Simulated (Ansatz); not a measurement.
Ideal-gas functions of ClFMoS2 (`[F][Mo](=[S])(=[S])[Cl]`) at 400 K and 1 bar, from an Ansatz frequency run at PBE0-D4/def2-TZVP.

Molar mass 214.52 g/mol, point group Cs (symmetry number 1), electronic degeneracy 1, moments of inertia 293.287, 329.034, 398.916 u Å². Harmonic wavenumbers (cm⁻¹, unscaled): 143, 155, 184, 204, 210, 436, 589, 601, 710.

Use S(trans) = R[1.5 ln M + 2.5 ln T − 1.1517]; rotational temperatures θ = 24.2544 K / I; S(rot) = R[ln(√π/σ · √(T³/θAθBθC)) + 1.5]; for each mode x = 1.438777 ν̃/T, S = R[x/(eˣ − 1) − ln(1 − e⁻ˣ)] and H = RT x/(eˣ − 1); 1 cm⁻¹ = 0.0119627 kJ/mol; R = 8.31446 J/(mol·K).

By hand: the entropy, in J/(mol·K).

Translation 181.9. Rotation: θ = 0.0827, 0.0737, 0.0608 K, giving 124.8. Vibration, mode by mode: 13.93, 13.28, 11.90, 11.07, 10.84, 5.38, 3.47, 3.36, 2.46, in all 75.7. Electronic 0.0. Sum 382.4 J/(mol·K).

By hand: H − E and G − E in kJ/mol, counted from the electronic energy.

Zero-point energy ½ × 3232 × 0.0119627 = 19.3; thermal vibration 15.8; translation, rotation and pV give 4 RT = 13.3. H − E = 48.4 kJ/mol, and G − E = 48.4 − 400 × 382.4/1000 = -104.6 kJ/mol.

Vibration gives 20 % of the entropy, 13.9 J/(mol·K) of it from the mode under 150 cm⁻¹: soft modes count most, and the harmonic formula is weakest for them.
